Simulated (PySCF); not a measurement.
## Vibration and rotation of SiTe⁻

LC-ωPBE constants of SiTe⁻, ²Π (doublet), unpaired electrons π ↑ (basis Si def2-SVPD, Te def2-SVPD with ECP28; scalar-relativistic core potentials; PySCF 2.14; masses 27.9769 and 129.9062 u):

- ωe: 424.0 cm⁻¹
- ωexe: 1.08 cm⁻¹
- Be: 0.13023 cm⁻¹
- αe: 0.000489 cm⁻¹
- D (centrifugal): 4.91e-08 cm⁻¹
- De to Si + Te⁻: 3.22 eV

(1) Give the vibrational terms G(v) and spacings up to v = 6.

(2) How well does the Morse estimate ωe²/(4ωexe) reproduce De, and what is D0?

These are scalar-relativistic numbers at best; spin–orbit coupling would shift them, the dissociation energy most. For an ion De counts to the pair picked by the measured ionisation energies or electron affinities, which need not be the lowest pair at this level. The state was picked by a PBE0 search and need not be the measured ground state.

Results:

(1) G(v) = ωe(v+½) − ωexe(v+½)².

```csv
v,G(v) (cm⁻¹),G(v) − G(v−1),Bv (cm⁻¹)
0,211.7,,0.1300
1,633.6,421.8,0.1295
2,1053.2,419.7,0.1290
3,1470.8,417.5,0.1285
4,1886.1,415.4,0.1280
5,2299.3,413.2,0.1275
6,2710.4,411.0,0.1271
```

(2) It gives 5.16 eV, 160 % of the computed De. D0 = De − G(0) = 3.22 − 0.03 = 3.19 eV.
